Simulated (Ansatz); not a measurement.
`[BH2][Al]([SiH3])[O][SiH3]`, relaxed with RKS PBE-D4/def2-SVP in the Gaussian-basis code of Ansatz from a rough embedded geometry. The force threshold is 0.03 eV/Å; the program also tests the step.

Total charge 0; spin multiplicity 1.

Start:

```xyz
13

B     1.573   -1.718   -0.540
Al    0.650    0.037   -0.292
Si   -0.622    0.945   -2.064
O     0.732    0.943    1.380
Si   -0.579    0.352    2.242
H     2.206   -2.271    0.346
H     1.483   -2.337   -1.559
H    -1.728    0.044   -2.368
H     0.275    1.205   -3.174
H    -1.188    2.250   -1.578
H    -1.807    0.689    1.583
H    -0.536    1.018    3.590
H    -0.458   -1.157    2.436
```

```json
{"step": "1", "energy (eV)": "-25180.6549", "largest force (eV/Å)": "2.668", "largest move (Å)": "0.000"}
{"step": "2", "energy (eV)": "-25181.2098", "largest force (eV/Å)": "1.623", "largest move (Å)": "0.195"}
{"step": "3", "energy (eV)": "-25181.3589", "largest force (eV/Å)": "0.507", "largest move (Å)": "0.130"}
{"step": "4", "energy (eV)": "-25181.4443", "largest force (eV/Å)": "0.266", "largest move (Å)": "0.200"}
{"step": "5", "energy (eV)": "-25181.5102", "largest force (eV/Å)": "0.359", "largest move (Å)": "0.193"}
{"step": "6", "energy (eV)": "-25181.5833", "largest force (eV/Å)": "0.356", "largest move (Å)": "0.200"}
{"step": "7", "energy (eV)": "-25181.6321", "largest force (eV/Å)": "0.278", "largest move (Å)": "0.196"}
{"step": "8", "energy (eV)": "-25181.6642", "largest force (eV/Å)": "0.487", "largest move (Å)": "0.198"}
{"step": "9", "energy (eV)": "-25181.6671", "largest force (eV/Å)": "0.693", "largest move (Å)": "0.196"}
{"step": "10", "energy (eV)": "-25181.7265", "largest force (eV/Å)": "0.135", "largest move (Å)": "0.200"}
{"step": "11", "energy (eV)": "-25181.7407", "largest force (eV/Å)": "0.138", "largest move (Å)": "0.200"}
{"step": "12", "energy (eV)": "-25181.7436", "largest force (eV/Å)": "0.171", "largest move (Å)": "0.144"}
{"step": "13", "energy (eV)": "-25181.7487", "largest force (eV/Å)": "0.080", "largest move (Å)": "0.041"}
{"step": "14", "energy (eV)": "-25181.7506", "largest force (eV/Å)": "0.032", "largest move (Å)": "0.044"}
{"step": "15", "energy (eV)": "-25181.7513", "largest force (eV/Å)": "0.013", "largest move (Å)": "0.029"}
{"step": "16", "energy (eV)": "-25181.7519", "largest force (eV/Å)": "0.025", "largest move (Å)": "0.057"}
{"step": "17", "energy (eV)": "-25181.7521", "largest force (eV/Å)": "0.032", "largest move (Å)": "0.037"}
{"step": "18", "energy (eV)": "-25181.7525", "largest force (eV/Å)": "0.037", "largest move (Å)": "0.042"}
{"step": "19", "energy (eV)": "-25181.7526", "largest force (eV/Å)": "0.100", "largest move (Å)": "0.044"}
{"step": "20", "energy (eV)": "-25181.7529", "largest force (eV/Å)": "0.089", "largest move (Å)": "0.013"}
{"step": "21", "energy (eV)": "-25181.7535", "largest force (eV/Å)": "0.014", "largest move (Å)": "0.021"}
{"step": "22", "energy (eV)": "-25181.7539", "largest force (eV/Å)": "0.017", "largest move (Å)": "0.047"}
```

End:

```xyz
13

B     1.982   -1.810   -0.757
Al    0.476   -0.347   -0.433
Si   -0.512    1.115   -2.164
O    -0.137   -0.154    1.167
Si   -0.932    0.253    2.571
H     3.173   -1.558   -0.668
H     1.728   -2.955   -1.093
H    -1.890    0.630   -2.553
H     0.314    1.152   -3.428
H    -0.664    2.537   -1.680
H    -2.275    0.868    2.267
H    -0.114    1.244    3.357
H    -1.148   -0.976    3.414
```

It took 34 s on 4 threads of an Arm Neoverse V1 on a shared host, with 0.17 GiB of host memory at the peak.
